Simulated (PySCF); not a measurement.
SMILES CO[Si](C)(N[SiH3])OC (C3H13NO2Si2) (GFN2-xTB optimised geometry):

```
21

Si    -2.687    -1.818    -1.849
N     -1.083    -1.288    -1.482
Si    -0.486    -0.621     0.000
C     -1.200    -1.604     1.460
O     -0.907     0.947     0.000
C     -0.524     1.939     0.912
O      1.150    -0.621     0.000
C      1.993    -1.737    -0.066
H     -3.700    -0.762    -1.739
H     -3.007    -2.901    -0.917
H     -2.612    -2.310    -3.228
H     -0.541    -1.008    -2.284
H     -0.732    -1.314     2.398
H     -2.267    -1.436     1.560
H     -1.049    -2.672     1.335
H     -1.005     1.776     1.879
H      0.558     1.940     1.050
H     -0.841     2.901     0.508
H      1.693    -2.404    -0.877
H      1.968    -2.293     0.873
H      3.007    -1.378    -0.246
```

Computed with B3LYP/def2-SVP (PySCF).

Question: What are the frontier orbital energies and the dipole moment?

Answer: HOMO-2 -7.69 eV, HOMO-1 -7.56 eV, HOMO -7.03 eV, LUMO 0.70 eV, LUMO+1 1.58 eV; dipole moment 1.31 D.

On the same geometry PBE/def2-SVP in PySCF gives HOMO-2 -6.33 eV, HOMO-1 -6.27 eV, HOMO -5.89 eV, LUMO 0.05 eV, LUMO+1 0.98 eV; dipole moment 1.28 D.

Meta-Löwdin charges at B3LYP/def2-SVP: Si1 0.65, N2 -0.79, Si3 1.32, C4 -0.57, O5 -0.61, C6 -0.06, O7 -0.61, C8 -0.06, H9 -0.13, H10 -0.13, H11 -0.12, H12 0.22, H13 0.11, H14 0.11, H15 0.11, H16 0.08, H17 0.09, H18 0.10, H19 0.09, H20 0.09, H21 0.10.
